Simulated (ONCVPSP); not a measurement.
Which change was made? (Cs, ONCV)

```
Element                 : Cs (Z = 55)
Generator               : ONCVPSP 4.0.1
Type                    : optimised norm-conserving Vanderbilt (ONCV)
Functional              : PBE
Relativity              : fully relativistic
Frozen core             : [Kr] 4d10
Valence charge          : 9
Reference configuration : 5s2 5p6 6s1
Partial waves           : 5s+6s: rc 2.55 bohr, ncon 4, nbas 7, qcut 3.7 1/bohr, 3 projectors, debl 3.5 Ha; 5p: rc 3.05 bohr, ncon 3, nbas 6, qcut 3.7 1/bohr, 1 projector; d scattering state at 0.11 Ha: rc 2.55 bohr, ncon 4, nbas 9, qcut 4.1 1/bohr, local
Local potential         : the d channel
Core correction         : polynomial model core, fcfact 0.7
```

Open shells are filled in proportion to 2j + 1.

In the d channel the program set the typed energies aside and used 0.050 Ha (j = l + 1/2; the other j can differ).

Cutoffs, loose and tight: the cutoffs (Ha) at which the residual kinetic energy of the hardest occupied pseudo-wave falls to 1 and 0.1 mHa per electron. They do not see the model core or the augmentation charge, which bear on the density cutoff. Test errors are all-electron minus pseudo excitation energies from the reference, over the configurations 5s2 5p6 6s0; 5s2 5p6 6s0.5; 5s2 5p6 6s0 6p1; 5s2 5p5 6s1; variants that change the core or the reference have their own tests.

The base gives: outcome: generated, projector energies reset by the program; cutoff, loose: 5.9 Ha; cutoff, tight: 13 Ha; bound ghosts: none; GHOST(+) flags above zero: s; largest test error (meV): +21.

(1) After one change the result is: outcome: generated, projector energies reset by the program; cutoff, loose: 9.5 Ha; cutoff, tight: 15 Ha; bound ghosts: none; GHOST(+) flags above zero: s; largest test error (meV): +35. Which change was it?
A. p: qcut 2.3
B. s: qcut 2.3
C. reference 5s2 5p6 6s0.5 6p0.5; wave 5p: rc 3.05 bohr, ncon 3, nbas 6, qcut 3.7 1/bohr, 1 projector becomes 5p+6p: rc 3.05 bohr, ncon 3, nbas 6, qcut 3.7 1/bohr, 2 projectors
D. d: nproj 1; local potential polynomial inside 2.05 bohr (lpopt 4, dvloc0 0 Ha)

## Answers

(1) A. The others give: reference 5s2 5p6 6s0.5 6p0.5; wave 5p: rc 3.05 bohr, ncon 3, nbas 6, qcut 3.7 1/bohr, 1 projector becomes 5p+6p: rc 3.05 bohr, ncon 3, nbas 6, qcut 3.7 1/bohr, 2 projectors → outcome: generated, projector energies reset by the program; cutoff, loose: 5.9 Ha; cutoff, tight: 13 Ha; bound ghosts: none; GHOST(+) flags above zero: s; largest test error (meV): -23 | s: qcut 2.3 → outcome: generated, projector energies reset by the program; cutoff, loose: 15 Ha; cutoff, tight: 19 Ha; bound ghosts: none; GHOST(+) flags above zero: none; largest test error (meV): +21 | d: nproj 1; local potential polynomial inside 2.05 bohr (lpopt 4, dvloc0 0 Ha) → outcome: generated, projector energies reset by the program; cutoff, loose: 5.9 Ha; cutoff, tight: 13 Ha; bound ghosts: none; GHOST(+) flags above zero: s; largest test error (meV): +14.
